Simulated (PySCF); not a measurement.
C2H4FNOSi, SMILES O=C=N[SiH2]CF. The structure is a stationary point at PBE-D3(BJ)/def2-SVP. This is a generated structure with no PubChem entry under its InChIKey; it may be hypothetical. The values are those of a single conformer.

Computed equilibrium geometry at PBE-D3(BJ)/def2-SVP (PySCF confirms it by a frequency run) as Cartesian coordinates in Å (one conformer of several):
```xyz
10

O      2.9035    -1.2045    -0.4500
C      1.9624    -0.5588    -0.1432
N      1.0055     0.1020     0.1881
Si    -0.4207     1.0317     0.4842
C     -1.9557    -0.0862     0.3413
F     -2.0905    -0.5457    -0.9662
H     -0.3550     1.5977     1.8749
H     -0.5015     2.1324    -0.5310
H     -1.8763    -0.9550     1.0351
H     -2.8688     0.4848     0.6334
```
Charge 0, spin multiplicity 1.
